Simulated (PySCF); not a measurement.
Stepwise substitution at one centre (Ga OH-H). Gas-phase values, no solvent. One relaxed conformer stands for each flexible species; it need not be the lowest. Strings in code marks are SMILES.

Calculation: CAM-B3LYP-D3(BJ)/def2-TZVP (PySCF). Delta-SCF ions had no search for a lower state. Excitations are Tamm–Dancoff values on a coarser integration grid. The basis has no diffuse functions, so Rydberg states are missing or too high.

| species | HOMO (eV) | S1 oscillator strength | LUMO (eV) | vertical ionisation energy (Delta-SCF) (eV) | S1 excitation (TDA) (eV) |
|---|---|---|---|---|---|
| 0 of 3 OH replaced by H | -10.43 | [?] | [?] | – | 6.54 |
| 1 of 3 OH replaced by H | -10.27 | 0.000 | – | [?] | 6.91 |
| 2 of 3 OH replaced by H (`[OH][GaH2]`) | -9.95 | 0.001 | -0.31 | 11.18 | 5.86 |
| 3 of 3 OH replaced by H (`[GaH3]`) | [?] | – | -0.95 | 11.33 | – |

Task: What belongs in the gaps?

Result: 
- 0 of 3 OH replaced by H, S1 oscillator strength: 0.000
- 0 of 3 OH replaced by H, LUMO (eV): -0.09
- 1 of 3 OH replaced by H, vertical ionisation energy (Delta-SCF) (eV): 11.44
- 3 of 3 OH replaced by H (`[GaH3]`), HOMO (eV): -10.01
